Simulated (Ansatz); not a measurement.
Geometry optimisation, RKS PBE-D4/STO-3G in Ansatz 0.2.0.

Input:

```yaml
crystal:
  periodic: [false, false, false]
  atoms:
    - { symbol: C, position_ang: [0.6035, 0.6653, 1.4903] }
    - { symbol: C, position_ang: [0.8481, 0.2407, 0.0451] }
    - { symbol: Si, position_ang: [1.1008, -1.6262, -0.1245] }
    - { symbol: C, position_ang: [-0.1048, 0.8191, -0.9363] }
    - { symbol: Si, position_ang: [-2.0158, 0.3672, -0.8698] }
    - { symbol: S, position_ang: [0.2654, 1.8935, -2.1537] }
    - { symbol: H, position_ang: [1.4207, 0.4839, 2.1502] }
    - { symbol: H, position_ang: [-0.2956, 0.2429, 1.8904] }
    - { symbol: H, position_ang: [0.3943, 1.8101, 1.5534] }
    - { symbol: H, position_ang: [1.8308, 0.6785, -0.1881] }
    - { symbol: H, position_ang: [2.2119, -2.0525, 0.8256] }
    - { symbol: H, position_ang: [-0.0964, -2.3329, 0.2724] }
    - { symbol: H, position_ang: [1.4379, -1.9479, -1.5245] }
    - { symbol: H, position_ang: [-2.4439, -0.4783, -1.9763] }
    - { symbol: H, position_ang: [-2.8837, 1.5687, -0.8196] }
    - { symbol: H, position_ang: [-2.2963, -0.3547, 0.4096] }
basis:
  gaussian: { orbitals: STO-3G }
hamiltonian:
  xc: pbe
  dispersion: d4
relax:
  f_tol: 0.02
  max_steps: 40
scf:
  lower_state_search: "off"
```

Run as:

```bash
$ ansatz run input.yaml --threads 1 --pin off --max-ram 2048MiB --backend cpu --events-out ev --progress --plain --runs-dir out
```

Problem. Where does it end, and by what steps?

Solution. The run converged. The force dipped under the threshold on the way, but the program's further checks kept it going. Limits of this set-up: minimal basis. After 24 steps the energy has fallen by 0.568 eV; H15 moved furthest, 0.98 Å.

```json
{"step": "0", "energy less start (eV)": "0.0000", "largest force component (eV/Å)": "3.506", "accepted": "yes"}
{"step": "1", "energy less start (eV)": "-0.4816", "largest force component (eV/Å)": "0.978", "accepted": "yes"}
{"step": "2", "energy less start (eV)": "-0.5384", "largest force component (eV/Å)": "0.323", "accepted": "yes"}
{"step": "3", "energy less start (eV)": "-0.5449", "largest force component (eV/Å)": "0.118", "accepted": "yes"}
{"step": "4", "energy less start (eV)": "-0.5449", "largest force component (eV/Å)": "0.169", "accepted": "no"}
{"step": "5", "energy less start (eV)": "-0.5460", "largest force component (eV/Å)": "0.075", "accepted": "yes"}
{"step": "6", "energy less start (eV)": "-0.5469", "largest force component (eV/Å)": "0.029", "accepted": "yes"}
{"step": "7", "energy less start (eV)": "-0.5481", "largest force component (eV/Å)": "0.060", "accepted": "yes"}
{"step": "8", "energy less start (eV)": "-0.5488", "largest force component (eV/Å)": "0.064", "accepted": "yes"}
{"step": "9", "energy less start (eV)": "-0.5473", "largest force component (eV/Å)": "0.305", "accepted": "no"}
{"step": "10", "energy less start (eV)": "-0.5305", "largest force component (eV/Å)": "0.567", "accepted": "no"}
{"step": "11", "energy less start (eV)": "-0.5504", "largest force component (eV/Å)": "0.020", "accepted": "yes"}
{"step": "12", "energy less start (eV)": "-0.5526", "largest force component (eV/Å)": "0.070", "accepted": "yes"}
{"step": "13", "energy less start (eV)": "-0.5527", "largest force component (eV/Å)": "0.234", "accepted": "yes"}
{"step": "14", "energy less start (eV)": "-0.5558", "largest force component (eV/Å)": "0.099", "accepted": "yes"}
{"step": "15", "energy less start (eV)": "-0.5578", "largest force component (eV/Å)": "0.126", "accepted": "yes"}
{"step": "16", "energy less start (eV)": "-0.5612", "largest force component (eV/Å)": "0.072", "accepted": "yes"}
{"step": "17", "energy less start (eV)": "-0.5645", "largest force component (eV/Å)": "0.037", "accepted": "yes"}
{"step": "18", "energy less start (eV)": "-0.5618", "largest force component (eV/Å)": "0.278", "accepted": "no"}
{"step": "19", "energy less start (eV)": "-0.5507", "largest force component (eV/Å)": "0.527", "accepted": "no"}
{"step": "20", "energy less start (eV)": "-0.5653", "largest force component (eV/Å)": "0.014", "accepted": "yes"}
{"step": "21", "energy less start (eV)": "-0.5670", "largest force component (eV/Å)": "0.047", "accepted": "yes"}
{"step": "22", "energy less start (eV)": "-0.5672", "largest force component (eV/Å)": "0.101", "accepted": "yes"}
{"step": "23", "energy less start (eV)": "-0.5673", "largest force component (eV/Å)": "0.123", "accepted": "yes"}
{"step": "24", "energy less start (eV)": "-0.5679", "largest force component (eV/Å)": "0.009", "accepted": "yes"}
```

```xyz
16
Properties=species:S:1:pos:R:3
C 0.410 0.729 1.422
C 0.870 0.288 -0.008
Si 1.220 -1.589 -0.052
C -0.142 0.675 -1.128
Si -1.984 0.417 -0.720
S 0.369 1.275 -2.563
H 1.190 0.490 2.170
H -0.520 0.213 1.727
H 0.225 1.819 1.458
H 1.834 0.793 -0.232
H 2.244 -1.909 0.932
H 0.012 -2.334 0.263
H 1.688 -1.970 -1.375
H -2.746 0.357 -1.957
H -2.481 1.534 0.074
H -2.211 -0.810 0.033
```

Time of the run: 81 s on 1 thread of Arm Neoverse V2 (shared host), peak memory 0.12 GiB.
